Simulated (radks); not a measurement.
Results of a calculation; reference values are marked as such.
Spherical quantum dot in the effective-mass picture: electrons in a parabolic well V = omega^2 r^2 / 2 with omega = 1.41, with a point charge +1 (a donor) at the centre, all in effective atomic units (hartree* = m*/eps^2 hartree, bohr* = eps/m* bohr), one dielectric constant everywhere. Level of theory: non-relativistic Kohn-Sham, PBE, spin-polarised, spherical densities (a radial shooting solver with Libxc functionals). Levels are named by radial order and angular momentum (1s, 1p, 1d, 2s, ...), and open shells are averaged over m. Results are scaled to m* = 0.256 and eps = 17.3, for which hartree* = 23.28 meV and bohr* = 3.576 nm.

N = 5, configuration 1s2 1p(up 3, down 0). This is the lowest configuration that the search found. Occupied and some empty levels:

| level | occupation | eigenvalue (meV) | <r> (nm) |
|---|---|---|---|
| 1s up | 1 | 96.212 | 3.318 |
| 1s down | 1 | 99.893 | 3.224 |
| 1p up | 3 | 129.50 | 4.759 |
| 1p down | 0 | 134.64 | 4.776 |
| 2s up | 0 | 154.26 | 5.095 |
| 2s down | 0 | 157.27 | 5.172 |
| 1d up | 0 | 159.26 | 5.688 |
| 1d down | 0 | 164.11 | 5.752 |
| 1f up | 0 | 189.30 | 6.455 |
| 1f down | 0 | 193.48 | 6.525 |

Energy (meV): total 379.800, kinetic 165.47, external 54.594, Hartree 224.02, exchange-correlation -64.283.
